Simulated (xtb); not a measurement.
The xtb input:
```
$ xtb mol.xyz --gfn 2 --vomega --json

# file mol.xyz
5

Te    -0.00534842     0.01223355     0.48327654
Cl     1.16596908    -1.49075955    -0.82644836
Cl     1.90421897     1.50336856     0.12041395
Cl    -1.14657041     1.44638856    -0.92639152
Cl    -1.90725777    -1.49641785     0.15416827
```

Q: What does this run give for the vertical ionisation energy (with the method's empirical shift), vertical electron affinity (with the method's empirical shift)?

A: 
```yaml
vertical ionisation energy (with the method's empirical shift): 9.62 eV
vertical electron affinity (with the method's empirical shift): 0.90 eV
```
